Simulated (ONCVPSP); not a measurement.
bromine: from the effect back to the setting (ONCV)

Base potential:

ONCVPSP 4.0.1 input, shortened (lines: element, Z, core and valence counts, functional; n l f; lmax; l rc ep ncon nbas qcut; lloc lpopt rc5 dvloc0; l nproj debl; icmod fcfact rcfact), PW91, scalar-relativistic:

```
  Br 35.00    6    2  -109134      upf
    1    0    2.00
    2    0    2.00
    2    1    6.00
    3    0    2.00
    3    1    6.00
    3    2   10.00
    4    0    2.00
    4    1    5.00
    2
    0    1.40    0.00    4    8    4.60
    1    1.30    0.00    3    6    5.70
    2    1.25    0.11    3    6    6.60
    4    5    1.15    3.00
    0    2    2.00
    1    2    2.80
    2    2    0.60
    3    3.50    1.15
```

Cutoffs, loose and tight: the cutoffs (Ha) at which the residual kinetic energy of the hardest occupied pseudo-wave falls to 1 and 0.1 mHa per electron. They do not see the model core or the augmentation charge, which bear on the density cutoff. Test errors are all-electron minus pseudo excitation energies from the reference, over the configurations 4s2 4p4; 4s2 4p3; 4s2 4p2; 4s2 4p1; variants that change the core or the reference have their own tests.

Only the scale of all radii but the core radius (base = 1) is moved (2 further runs of the sweep failed or gave no value and are left out):

```csv
scale of all radii but the core radius (base = 1),"cutoff, loose","cutoff, tight",bound ghosts,largest test error (meV)
0.99,20 Ha,72 Ha,d,-46
1.06,20 Ha,70 Ha,d,-32
1.24,12 Ha,49 Ha,d,-17
1.29,11 Ha,44 Ha,d,-17
```

Problem. One more run gave cutoff, loose: 16 Ha; cutoff, tight: 59 Ha; bound ghosts: d; largest test error (meV): -20. Which value of the scale of all radii but the core radius (base = 1) was used?

Solution. 1.15. The tight cutoff moves one way along this sweep, from 72 Ha at 0.99 to 44 Ha at 1.29, which places the run between 1.06 and 1.24.
